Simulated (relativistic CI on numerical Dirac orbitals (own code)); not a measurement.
# Ligand-field terms of d2

Computed with a parametric ligand-field model of a d^n configuration (Racah B and C, spin-orbit zeta, crystal field), exact diagonalisation.

Field parameters in Wybourne normalisation: Oh B⁴₀ = 21Dq, B⁴₄ = √(5/14) B⁴₀; Td as Oh with Dq negative (B⁴₀ = 21Dq, B⁴₄ = √(5/14) B⁴₀). The field is a parameter set, without covalency.

A d2 ion in Oh symmetry has the ground term 3T1 and bands at 3T2 2961 cm⁻¹, 1T2 5495 cm⁻¹ (1820 nm), 1E 5708 cm⁻¹ (1752 nm), 3A2 6361 cm⁻¹ (1572 nm), 3T1 7922 cm⁻¹ (1262 nm), 1T2 9427 cm⁻¹ (1061 nm). Which parameters reproduce them?

B = 360, C = 1570, ζ = 0 cm⁻¹, Oh, 10Dq = 3400 cm⁻¹.

Ground term and bands for B = 1040, C = 5380, ζ = 0 cm⁻¹, Oh, 10Dq = 9550 cm⁻¹?

Ground term 3T1 with 0.08 electrons in the two orbitals of the cubic e set. Spin-allowed: 3T2 8303 cm⁻¹ (1204 nm), 3A2 17853 cm⁻¹ (560 nm), 3T1 22657 cm⁻¹ (441 nm). Lowest spin-forbidden: 1T2 17553 cm⁻¹ (570 nm), 1E 18181 cm⁻¹ (550 nm), 1T2 28704 cm⁻¹ (348 nm).

Ground term and bands for B = 490, C = 2280, ζ = 0 cm⁻¹, Oh, 10Dq = 28800 cm⁻¹?

Ground term 3T1 with 0.01 electrons in the two orbitals of the cubic e set. Spin-allowed: 3T2 27588 cm⁻¹ (362 nm), 3T1 33727 cm⁻¹ (297 nm), 3A2 56388 cm⁻¹ (177 nm). Lowest spin-forbidden: 1T2 7657 cm⁻¹ (1306 nm), 1E 7708 cm⁻¹ (1297 nm), 1A1 17859 cm⁻¹ (560 nm).

A d2 ion in Oh symmetry has the ground term 3T1 and bands at 1T2 7176 cm⁻¹ (1394 nm), 1E 7280 cm⁻¹ (1374 nm), 3T2 11043 cm⁻¹ (906 nm), 1A1 15438 cm⁻¹ (648 nm), 3T1 16887 cm⁻¹ (592 nm), 3A2 22993 cm⁻¹ (435 nm). Which parameters reproduce them?

B = 450, C = 2120, ζ = 0 cm⁻¹, Oh, 10Dq = 11950 cm⁻¹.

Ground term and bands for B = 780, C = 3170, ζ = 0 cm⁻¹, Td, 10Dq = -2650 cm⁻¹?

Ground term 3A2 with 2.00 electrons in the two orbitals of the cubic e set. Spin-allowed: 3T2 2650 cm⁻¹, 3T1 4660 cm⁻¹ (2146 nm), 3T1 14990 cm⁻¹ (667 nm). Lowest spin-forbidden: 1E 11553 cm⁻¹ (866 nm), 1T2 13745 cm⁻¹ (728 nm), 1A1 17550 cm⁻¹ (570 nm). With an A2 ground term the first spin-allowed band lies at |10Dq| itself.
